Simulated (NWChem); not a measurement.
The numbers come from NWChem runs, not from measurements. System: CH₂F, charge 0, spin multiplicity 4, at the geometry of a parent with another charge or spin, in a state set for the comparison that need not be this species' ground state. Its SCF solution wasn't tested for a lower state.

Job file:

```
start mol
memory heap 200 mb stack 900 mb global 1100 mb
geometry units angstroms nocenter noautoz
  C     -0.642811     0.100152     0.000000
  F      0.680693    -0.053162     0.000000
  H     -1.134687    -0.061226     0.963505
  H     -1.134687    -0.061226    -0.963505
  symmetry group Cs
end
basis spherical
  * library def2-tzvp
end
dft
  xc r2scan
  odft
  mult 4
  semidirect memsize 60000000 filesize 0
  iterations 100
  grid fine
end
task dft energy
```

The output up to the point where the run's verdict is printed (cleaned and shortened):

```
             Northwest Computational Chemistry Package (NWChem) 7.3.0
             --------------------------------------------------------

                                NWChem Input Module
                                -------------------

 Scaling coordinates for geometry "geometry" by  1.889725989
 (inverse scale =  0.529177249)

 Turning off AUTOSYM since
 SYMMETRY directive was detected!

                             Geometry "geometry" -> ""
                             -------------------------

 Output coordinates in angstroms (scale by  1.889725989 to convert to a.u.)

  No.       Tag          Charge          X              Y              Z
 ---- ---------------- ---------- -------------- -------------- --------------
    1 C                    6.0000    -0.64281100     0.10015200     0.00000000
    2 F                    9.0000     0.68069300    -0.05316200     0.00000000
    3 H                    1.0000    -1.13468700    -0.06122600     0.96350500
    4 H                    1.0000    -1.13468700    -0.06122600    -0.96350500

 Effective nuclear repulsion energy (a.u.)      32.1623640666

            Nuclear Dipole moment (a.u.)
            ----------------------------
        X                 Y               Z
 ---------------- ---------------- ----------------
    -0.0000056692     0.0000037795     0.0000000000

      Symmetry information
      --------------------

 Group name             Cs
 Group number              2
 Group order               2
 No. of unique centers     3

      Symmetry unique atoms

     1    2    3


 Summary of "ao basis" -> "" (spherical)
 ------------------------------------------------------------------------------
       Tag                 Description            Shells   Functions and Types
 ---------------- ------------------------------  ------  ---------------------
 *                         def2-tzvp                  on all atoms

                                 NWChem DFT Module
                                 -----------------

 Summary of "ao basis" -> "ao basis" (spherical)
 ------------------------------------------------------------------------------
[...]
 d= 0,ls=0.5,diis    75   -138.7052180070 -5.86D-07  1.53D-04  1.05D-05    45.8
                                                     9.69D-07  1.10D-05
 d= 0,ls=0.5,diis    76   -138.7052187395 -7.32D-07  1.37D-04  9.69D-06    46.1
                                                     7.51D-07  1.03D-05
 d= 0,ls=0.5,diis    77   -138.7052196664 -9.27D-07  1.09D-04  8.42D-06    46.5
                                                     2.31D-06  9.00D-06
 d= 0,ls=0.5,diis    78   -138.7052209832 -1.32D-06  8.80D-05  6.31D-06    46.8
                                                     2.59D-06  6.82D-06
 d= 0,ls=0.5,diis    79   -138.7052221504 -1.17D-06  6.67D-05  4.54D-06    47.1
                                                     2.99D-06  4.96D-06
 d= 0,ls=0.5,diis    80   -138.7052232023 -1.05D-06  5.35D-05  2.95D-06    47.5
                                                     2.66D-06  3.19D-06
 d= 0,ls=0.5,diis    81   -138.7052239258 -7.23D-07  4.81D-05  1.93D-06    47.9
                                                     1.61D-06  2.09D-06
 d= 0,ls=0.5,diis    82   -138.7052243776 -4.52D-07  5.08D-05  1.36D-06    48.3
                                                     8.11D-07  1.46D-06
 d= 0,ls=0.5,diis    83   -138.7052245804 -2.03D-07  4.55D-05  1.23D-06    48.6
                                                     5.79D-07  1.32D-06
 d= 0,ls=0.5,diis    84   -138.7052247927 -2.12D-07  3.01D-05  9.99D-07    49.0
                                                     1.90D-06  1.05D-06
 d= 0,ls=0.5,diis    85   -138.7052250797 -2.87D-07  2.79D-05  5.62D-07    49.4
                                                     1.01D-06  5.69D-07
 d= 0,ls=0.5,diis    86   -138.7052252355 -1.56D-07  2.35D-05  3.72D-07    49.7
                                                     9.41D-07  3.70D-07
 d= 0,ls=0.5,diis    87   -138.7052253556 -1.20D-07  2.32D-05  2.24D-07    50.1
                                                     5.51D-07  2.13D-07
 d= 0,ls=0.5,diis    88   -138.7052254314 -7.58D-08  2.29D-05  1.48D-07    50.4
                                                     3.68D-07  1.37D-07
 d= 0,ls=0.5,diis    89   -138.7052254825 -5.11D-08  2.22D-05  1.14D-07    50.7
                                                     2.57D-07  1.03D-07
 d= 0,ls=0.5,diis    90   -138.7052255230 -4.05D-08  2.22D-05  9.16D-08    51.1
                                                     2.04D-07  7.94D-08
 d= 0,ls=0.5,diis    91   -138.7052255564 -3.34D-08  2.27D-05  7.74D-08    51.6
                                                     2.21D-07  6.44D-08
 d= 0,ls=0.5,diis    92   -138.7052255854 -2.90D-08  2.36D-05  6.85D-08    52.3
                                                     3.01D-07  5.57D-08
 d= 0,ls=0.5,diis    93   -138.7052256104 -2.50D-08  2.91D-05  6.71D-08    52.9
                                                     8.44D-07  5.47D-08
 d= 0,ls=0.5,diis    94   -138.7052256267 -1.63D-08  2.11D-05  9.01D-08    53.6
                                                     3.50D-07  8.03D-08
 d= 0,ls=0.5,diis    95   -138.7052256597 -3.30D-08  2.34D-05  6.02D-08    54.4
                                                     3.27D-07  4.73D-08
 d= 0,ls=0.5,diis    96   -138.7052256814 -2.17D-08  3.03D-05  5.75D-08    55.1
                                                     1.09D-06  4.83D-08
 d= 0,ls=0.5,diis    97   -138.7052256873 -5.85D-09  3.16D-05  9.93D-08    55.8
                                                     8.71D-07  9.50D-08
 d= 0,ls=0.5,diis    98   -138.7052256961 -8.77D-09  2.98D-05  1.30D-07    56.6
                                                     5.14D-07  1.29D-07
 d= 0,ls=0.5,diis    99   -138.7052257143 -1.82D-08  3.60D-05  1.36D-07    57.4
                                                     1.20D-06  1.35D-07
 d= 0,ls=0.5,diis   100   -138.7052257018  1.25D-08  3.23D-05  2.17D-07    58.2
                                                     5.44D-07  2.21D-07
```

The run did not converge; its last values are not results. The next line reads: Calculation failed to converge. NWChem stopped with the message: dft energy failed.
